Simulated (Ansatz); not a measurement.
Cost and result for the atomization energy of GeH₅O₂SSi (`O[SiH][S][GeH2][OH]`) radical (10 atoms, 9 bonds).

```xyz
10

O     2.016   -0.338   -0.670
Si    1.703    0.180    0.853
S     0.080    1.600    0.912
Ge   -1.477    0.208    0.221
O    -0.753   -0.650   -1.190
H     1.201   -0.559   -1.151
H     2.904    0.913    1.341
H    -1.840   -0.866    1.261
H    -2.690    1.027   -0.243
H    -1.145   -1.515   -1.334
```

Charge 0, multiplicity 2. Correlated methods include outer-core shells of Ge, which these sets cover unevenly. Scalar relativity is left out up to krypton. Geometry: relaxed with PBE0-D4/def2-TZVP. It is one conformer, not always the lowest. Program: Ansatz. Hardware: A = 2 threads of an AMD EPYC 7R13 on a shared host; B = 2 threads of an AMD EPYC 7R13 on a shared host and a share of an NVIDIA H100 80 GB. Times are those of one run each, without the atoms' runs, and a repeat can differ threefold. Electronic energies, without spin–orbit coupling; frozen cores. CCSD(T)/CBS adds CCSD(T) − MP2 in def2-TZVPP to the MP2 limit, and its time is that of the two runs behind it. T1 = 0.014; ⟨S²⟩ of the reference is 0.76. With those shells the extrapolation isn't a true limit. B3LYP takes the VWN-RPA correlation (the form of Gaussian; ORCA's B3LYP/G).

CCSD(T)/CBS is a level of theory with its own doubt, some kJ/mol a heavy atom from the limit and from the frozen cores, so smaller differences don't rank the functionals.

```tsv
level	functions	wall time	atomization (kJ/mol)	difference from CCSD(T)/CBS	per bond
MP2/def2-QZVPP [B]	493	7.5 s	3285.4	26.5	2.9
PBE-D4/def2-TZVPP (with forces) [A]	264	11 s	3282.2	23.3	2.6
PBE0-D4/def2-TZVPP [A]	264	21 s	3209.7	-49.2	-5.5
r2SCAN-D4/def2-TZVPP (with forces) [A]	264	21 s	3267.8	8.9	1.0
B2PLYP/def2-TZVPP [A]	264	23 s	3184.6	-74.3	-8.3
B3LYP-D4/def2-TZVPP (with forces) [A]	264	24 s	3216.3	-42.6	-4.7
CCSD(T)/def2-TZVPP [B]	264	26 s	3157.3	-101.6	-11.3
CCSD(T)/CBS(def2)	–	34 s	3258.9	0.0	0.0
ωB97X-V/def2-TZVPP [A]	264	38 s	3261.0	2.1	0.2
ωB97M-V/def2-TZVPP (with forces) [A]	264	51 s	3238.4	-20.5	-2.3
```

From PBE to PBE0 (25 % exact exchange), in def2-TZVPP and without D4, the atomization energy moves by −68.1 kJ/mol: exact exchange takes away binding that semilocal exchange gives to molecules. In def2-TZVPP, CCSD(T) changes the Hartree–Fock value by +926.9 kJ/mol (the triples alone add +61.1 kJ/mol) and MP2 by +994.9 kJ/mol; breaking electron pairs costs correlation energy, which Hartree–Fock lacks. The D4 term adds +48.4 kJ/mol with B3LYP and +25.2 kJ/mol with PBE0; it sums over pairs of atoms, weighted by their polarisabilities, and B3LYP, whose exchange is more repulsive, gets the larger term.
